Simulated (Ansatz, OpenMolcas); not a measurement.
**Heat of formation of HOI (hypoiodous acid) from total energies**

The species is HOI (3 atoms), meant as a singlet with charge 0. As SMILES, `OI`. Geometry: relaxed at PBE0-D4/def2-TZVP.

```tsv
atom	x (Å)	y (Å)	z (Å)
O	-0.3762	-0.4676	-0.2534
I	1.2471	0.1302	0.6970
H	-0.8709	0.3375	-0.4436
```

Total energies at BLYP/def2-TZVPP (core potential) (OpenMolcas 26.06); the atoms run unrestricted:

| species | state | energy (Eh) |
| --- | --- | --- |
| HOI | singlet | -373.473956 |
| O | triplet | -75.085142 |
| I | doublet | -297.628611 |
| H | doublet | -0.497552 |

Harmonic wavenumbers at PBE0-D4/def2-TZVP, in cm⁻¹: 614, 1100, 3843.

Measured heats of formation of the gaseous atoms at 298.15 K, in kJ/mol: O 249.2, I 106.8, H 218.0. Spin-orbit lowering of the atoms at 298 K (mean of the ground term's levels less their thermal mean, from spectra), in kJ/mol: O 0.40, I 30.32. Take 1 Eh = 2625.50 kJ/mol, 1 cm⁻¹ = 0.0119627 kJ/mol, RT = 2.479 kJ/mol.

Q: Work out the heat of formation of the gas at 298 K.

A: 
1. Electronic atomisation energy: (-75.085142) + (-297.628611) + (-0.497552) − (-373.473956) = 0.262651 Eh = 689.6 kJ/mol.
2. Zero-point energy: half the sum of the wavenumbers, 2778.5 cm⁻¹ = 33.2 kJ/mol.
3. Thermal vibrational enthalpy, Σ hcν̃/(exp(hcν̃/kT) − 1): 0.5 kJ/mol. Translation, rotation and pV of a non-linear molecule: 4 RT = 9.9 kJ/mol.
4. The 3 free atoms carry 5/2 RT each: 18.6 kJ/mol.
5. Spin-orbit coupling lowers the free atoms by 0.40 + 30.32 = 30.7 kJ/mol.
6. Atomisation enthalpy at 298 K: 689.6 − 30.7 − 33.2 − 0.5 − 9.9 + 18.6 = 633.9 kJ/mol.
7. Sum of the atoms' heats of formation: 574.0 kJ/mol. Heat of formation: 574.0 − 633.9 = -59.9 kJ/mol.

The tabulated value is -61.3 kJ/mol (Active Thermochemical Tables), so this level is off by +1.4 kJ/mol, or 0.2 % of the atomisation enthalpy. Anharmonicity and any spin-orbit splitting of the molecule are left out.
